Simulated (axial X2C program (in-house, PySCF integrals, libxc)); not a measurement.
Outer orbitals of MoI at 2.704 Å, PBE0 in the non-relativistic limit (speed of light times 100)

Calculated with an axial X2C code built on PySCF integrals. The Hamiltonian is the X2C one with the speed of light multiplied by 100, which is the non-relativistic limit. Basis: I dyall-v2z [8s7p6d], Mo dyall-v2z [9s8p6d2f] (cores contracted in-house); Gaussian nuclei, density fitting, unrestricted open shells. Masses: I 126.904 u, Mo 97.905 u.

The distance is close to the non-rel. PBE0 minimum; the highest filled and lowest empty levels are listed.

Outer orbitals of the state M_S = 5/2, Λ = 0 (beyond evenly filled blocks: σα, π+α, π-α, δ+α, δ-α) with Löwdin shares:

```
symmetry  occupied  ε (eV)             atomic character
      σβ       yes  -16.54    78% I s, 9% Mo p, 6% Mo d
      σα       yes  -16.54    77% I s, 9% Mo p, 7% Mo d
      σα       yes   -8.39   57% I p, 33% Mo d, 4% Mo s
      σβ       yes   -7.88    78% I p, 9% Mo d, 6% Mo s
     π-α       yes   -7.74            59% Mo d, 39% I p
     π+α       yes   -7.74            59% Mo d, 39% I p
     δ+α       yes   -6.92                    100% Mo d
     δ-α       yes   -6.92                    100% Mo d
     π-β       yes   -6.91    86% I p, 7% Mo d, 4% Mo p
     π+β       yes   -6.91    86% I p, 7% Mo d, 4% Mo p
      σα       yes   -6.16  50% Mo d, 34% Mo s, 15% I p
     π-α       yes   -6.07   50% I p, 42% Mo d, 5% Mo p
     π+α       yes   -6.07   50% I p, 42% Mo d, 5% Mo p
      σα        no   -2.79  45% Mo s, 33% Mo p, 11% I p
      σβ        no   -1.60  77% Mo s, 13% Mo d, 9% Mo p
      σβ        no   -0.96   61% Mo d, 29% Mo p, 6% I p
     π-β        no   -0.89    91% Mo d, 4% I p, 3% Mo p
     π+β        no   -0.89    91% Mo d, 4% I p, 3% Mo p
```

Charges and populations: I -0.19 e (s 9.92 p 23.24 d 20.02), Mo 0.19 e (s 8.50 p 18.22 d 15.05 f 0.04).

One determinant describes the state; a PBE0 search over occupations chose it and may have missed a lower one.
